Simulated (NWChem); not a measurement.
Species: CdHOBr; SMILES [OH][Cd][Br]

Computed with NWChem. All runs use the structure optimised with PBE0/def2-SVP. Not confirmed as a minimum by frequencies. def2 effective core potentials on Cd; no spin-orbit coupling. Gas phase, vertical. One conformer.

CAM-B3LYP/def2-SVPD, TDA puts singlet state 4 at 6.29 eV with oscillator strength 0.136.

### Question
Give the wavelength, the transition dipole and the radiative lifetime of that state in vacuum.

### Answer

1. λ = 1239.84/6.29 = 197 nm, or 50730 cm⁻¹.
2. f = (2/3) ΔE μ² in atomic units, so μ = √(1.5 f/ΔE) = 0.94 a.u. = 2.39 D.
3. τ = 1.499 s cm⁻² / (f ν²) = 4.3 ns, for a non-degenerate state that emits at the vertical energy; a higher state like this one mostly decays faster by other paths.
